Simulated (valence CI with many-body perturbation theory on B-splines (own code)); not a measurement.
**E1 transitions of Mo XXXVIII**

Method: relativistic CI+MBPT: three valence electrons over a frozen Dirac-Fock core [He], a basis of 11 s, 11 p, 10 d, 8 f, 5 g, 2 h functions for each j, with the one-electron correlation potential Σ1, the two-electron term Σ2, the three-electron term Σ3, Breit, model QED; selected CI, second order for the rest, scaled by the run's own slope (own B-spline code, finite nucleus).

No measured spectrum was set against this ion. As an estimate, large intervals hold to a few tenths of a per cent, small ones and those within an open d or f shell to about a per cent.

Lines 201 to 250 of 589 in falling wavelength, among levels below 4307.2 eV, chosen from the strongest by gf and those to the six lowest levels. Wavelengths and rates use the calculated energies. Electric multipoles are in the length gauge with retardation, E1 and E2 with the static RPA response of the core. Weak lines are less certain than strong ones. Lines between different terms over intervals too small for the method are left out, as are lines whose strength nearly cancels. The highest levels of a list are the least certain.

Levels are named by their leading jj configuration (3d3/2^4 stands for four electrons in 3d with j = 3/2), which in mixed levels can hold well under half, so a name can repeat and another be missing. Letters in brackets count levels of one name in rising energy.

| λ vac (Å) | Upper | Lower | A (s⁻¹) | S (a.u.) |
| --- | --- | --- | --- | --- |
| 12.70 | (2s 2p3/2 4f7/2) J=5/2 | (2s 2p3/2 3d5/2) J=5/2 [a] | 8.43e+12 | 5.12e-02 |
| 12.70 | (2s^2 4f5/2) J=5/2 | (2s^2 3d5/2) J=5/2 | 1.95e+12 | 1.18e-02 |
| 12.70 | (2s 2p1/2 4f5/2) J=7/2 | (2s 2p1/2 3d5/2) J=7/2 | 2.17e+12 | 1.76e-02 |
| 12.69 | (2s 2p3/2 4f5/2) J=5/2 [b] | (2p1/2 2p3/2 3p1/2) J=3/2 [a] | 3.98e+12 | 2.41e-02 |
| 12.67 | (2s^2 4f7/2) J=7/2 | (2s^2 3d5/2) J=5/2 | 2.93e+13 | 2.35e-01 |
| 12.67 | (2s 2p1/2 4f7/2) J=9/2 | (2s 2p1/2 3d5/2) J=7/2 | 2.89e+13 | 2.90e-01 |
| 12.67 | (2s 2p1/2 4f7/2) J=7/2 [a] | (2s 2p3/2 3s) J=5/2 | 3.98e+12 | 3.19e-02 |
| 12.67 | (2s 2p3/2 4f5/2) J=3/2 [b] | (2s 2p3/2 3d3/2) J=1/2 [b] | 1.98e+13 | 7.95e-02 |
| 12.66 | (2s 2p1/2 4f7/2) J=7/2 [b] | (2s 2p1/2 3d5/2) J=7/2 | 2.00e+12 | 1.60e-02 |
| 12.65 | (2s 2p3/2 4f5/2) J=7/2 [b] | (2s 2p3/2 3d5/2) J=7/2 [b] | 2.96e+12 | 2.37e-02 |
| 12.64 | (2s 2p3/2 4f7/2) J=7/2 [b] | (2s 2p3/2 3d5/2) J=7/2 [b] | 1.23e+12 | 9.78e-03 |
| 12.63 | (2s 2p1/2 4f7/2) J=7/2 [a] | (2s 2p1/2 3d3/2) J=5/2 | 1.16e+13 | 9.24e-02 |
| 12.63 | (2s 2p3/2 4f7/2) J=9/2 [b] | (2s 2p3/2 3d5/2) J=7/2 [b] | 2.84e+13 | 2.83e-01 |
| 12.63 | (2s 2p1/2 4f5/2) J=3/2 | (2s 2p1/2 3d3/2) J=1/2 | 2.01e+13 | 8.00e-02 |
| 12.63 | (2s 2p1/2 4f5/2) J=3/2 | (2s 2p1/2 3d3/2) J=3/2 [b] | 7.42e+12 | 2.95e-02 |
| 12.62 | (2s 2p3/2 4f5/2) J=5/2 [b] | (2s 2p3/2 3d3/2) J=3/2 [b] | 1.82e+13 | 1.08e-01 |
| 12.62 | (2s 2p1/2 4f5/2) J=5/2 [b] | (2s 2p1/2 3d3/2) J=3/2 [b] | 1.85e+13 | 1.10e-01 |
| 12.62 | (2s 2p1/2 4f5/2) J=7/2 | (2s 2p1/2 3d5/2) J=5/2 [a] | 4.73e+12 | 3.75e-02 |
| 12.61 | (2s 2p1/2 4f5/2) J=5/2 [b] | (2s 2p1/2 3d5/2) J=5/2 [a] | 1.56e+12 | 9.27e-03 |
| 12.59 | (2s 2p1/2 4f7/2) J=5/2 | (2s 2p1/2 3d3/2) J=3/2 [b] | 1.52e+12 | 9.01e-03 |
| 12.59 | (2s 2p3/2 4f5/2) J=3/2 [a] | (2s 2p3/2 3d3/2) J=1/2 [a] | 8.84e+12 | 3.49e-02 |
| 12.59 | (2s 2p3/2 4f5/2) J=5/2 [b] | (2s 2p3/2 3d3/2) J=5/2 [b] | 4.09e+12 | 2.42e-02 |
| 12.59 | (2s 2p3/2 4f5/2) J=5/2 [a] | (2s 2p3/2 3d3/2) J=3/2 [a] | 1.41e+13 | 8.32e-02 |
| 12.59 | (2s 2p3/2 4f5/2) J=3/2 [b] | (2s 2p3/2 3d3/2) J=3/2 [b] | 4.28e+12 | 1.69e-02 |
| 12.59 | (2s 2p3/2 4f5/2) J=7/2 [a] | (2s 2p3/2 3d3/2) J=7/2 | 7.87e+12 | 6.19e-02 |
| 12.58 | (2s 2p3/2 4f5/2) J=1/2 | (2s 2p3/2 3d3/2) J=1/2 [a] | 2.27e+13 | 4.47e-02 |
| 12.58 | (2p1/2^2 4f5/2) J=5/2 | (2p1/2^2 3d3/2) J=3/2 | 2.11e+13 | 1.24e-01 |
| 12.58 | (2s 2p3/2 4f5/2) J=3/2 [a] | (2s 2p3/2 3d3/2) J=3/2 [a] | 1.58e+13 | 6.20e-02 |
| 12.58 | (2s 2p3/2 4f5/2) J=5/2 [a] | (2s 2p3/2 3d3/2) J=7/2 | 1.36e+12 | 7.99e-03 |
| 12.58 | (2s 2p1/2 4f7/2) J=7/2 [b] | (2s 2p1/2 3d5/2) J=5/2 [a] | 1.17e+12 | 9.15e-03 |
| 12.58 | (2s 2p3/2 4f5/2) J=7/2 [b] | (2s 2p3/2 3d3/2) J=5/2 [b] | 2.25e+13 | 1.76e-01 |
| 12.57 | (2s 2p3/2 4f5/2) J=9/2 | (2s 2p3/2 3d3/2) J=7/2 | 2.41e+13 | 2.37e-01 |
| 12.57 | (2s 2p3/2 4f5/2) J=1/2 | (2s 2p3/2 3d3/2) J=3/2 [a] | 6.02e+12 | 1.18e-02 |
| 12.57 | (2s 2p3/2 4f5/2) J=7/2 [a] | (2s 2p3/2 3d3/2) J=5/2 [a] | 2.04e+13 | 1.60e-01 |
| 12.57 | (2s 2p3/2 4d5/2) J=5/2 [b] | (2p1/2 2p3/2 3s) J=3/2 [b] | 1.52e+12 | 8.90e-03 |
| 12.57 | (2s 2p3/2 4f7/2) J=7/2 [b] | (2s 2p3/2 3d3/2) J=5/2 [b] | 1.36e+12 | 1.07e-02 |
| 12.56 | (2s 2p3/2 4f5/2) J=9/2 | (2s 2p3/2 3d5/2) J=9/2 | 4.73e+12 | 4.63e-02 |
| 12.56 | (2s 2p3/2 4f5/2) J=5/2 [a] | (2s 2p3/2 3d3/2) J=5/2 [a] | 1.18e+13 | 6.94e-02 |
| 12.56 | (2s^2 4f5/2) J=5/2 | (2s^2 3d3/2) J=3/2 | 2.70e+13 | 1.58e-01 |
| 12.56 | (2s 2p3/2 4d5/2) J=7/2 [b] | (2p1/2 2p3/2 3s) J=5/2 | 1.10e+12 | 8.61e-03 |
| 12.55 | (2s 2p3/2 4f7/2) J=7/2 [a] | (2s 2p3/2 3d3/2) J=7/2 | 1.76e+12 | 1.37e-02 |
| 12.55 | (2p1/2^2 4f5/2) J=5/2 | (2s 2p3/2 3p3/2) J=3/2 [b] | 6.23e+12 | 3.65e-02 |
| 12.55 | (2s 2p3/2 4f5/2) J=3/2 [a] | (2s 2p3/2 3d3/2) J=5/2 [a] | 2.73e+12 | 1.07e-02 |
| 12.54 | (2s 2p3/2 4f7/2) J=11/2 | (2s 2p3/2 3d5/2) J=9/2 | 2.96e+13 | 3.46e-01 |
| 12.54 | (2s 2p3/2 4f7/2) J=9/2 [a] | (2s 2p3/2 3d5/2) J=9/2 | 8.76e+11 | 8.52e-03 |
| 12.51 | (2s 2p1/2 4f5/2) J=5/2 [a] | (2s 2p1/2 3d3/2) J=3/2 [a] | 2.40e+13 | 1.39e-01 |
| 12.51 | (2s 2p1/2 4f5/2) J=7/2 | (2s 2p3/2 3s) J=5/2 | 4.40e+12 | 3.40e-02 |
| 12.50 | (2s 2p1/2 4f5/2) J=5/2 [b] | (2s 2p3/2 3s) J=5/2 | 1.77e+12 | 1.03e-02 |
| 12.49 | (2s 2p3/2 4s) J=5/2 | (2s 2p3/2 3p1/2) J=5/2 | 1.05e+12 | 6.04e-03 |
| 12.48 | (2s^2 4d5/2) J=5/2 | (2s 2p1/2 3s) J=3/2 | 1.74e+12 | 1.00e-02 |
